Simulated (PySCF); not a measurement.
2-(furan-2-yl)-1,3-thiazole (C₇H₅NOS), SMILES s1ccnc1-c1ccco1. Heavy atoms are numbered as in [cH:1]1[cH:2][o:3][c:4](-[c:5]2[n:6][cH:7][cH:8][s:9]2)[cH:10]1. Hydrogens are named by the atom that carries them.

Coordinates come from a B3LYP-D3(BJ)/def2-SVP optimisation. One conformer was computed; it need not be the lowest.

The numbers are results of B3LYP/pcSseg-1 (PySCF), not measurements.

GIAO shieldings, no solvent; atoms alike by connectivity are averaged. δ = σ(ref) − σ: ¹³C against TMS (σ = 181.3 ppm); ¹⁷O against H2O (σ = 333.8 ppm); ¹⁵N against NH3 (σ = 265.5 ppm); ³³S against H2S (σ = 695.8 ppm); ¹H against TMS (σ = 31.68 ppm), references at their B3LYP-D3(BJ)/def2-TZVP geometries, non-relativistic.

Computed chemical shifts:
```csv
nucleus,atoms,count,δ (ppm)
¹³C,C5,1,168.5
¹³C,C4,1,160.1
¹³C,C7 (CH),1,151.3
¹³C,C2 (CH),1,151.2
¹³C,C8 (CH),1,130.2
¹³C,C1 (CH),1,121.8
¹³C,C10 (CH),1,118.3
¹⁷O,O3,1,305.0
¹⁵N,N6,1,353.2
³³S,S9,1,483.1
¹H,H on C7,1,8.02
¹H,H on C2,1,7.69
¹H,H on C10,1,7.65
¹H,H on C8,1,7.26
¹H,H on C1,1,6.92
```
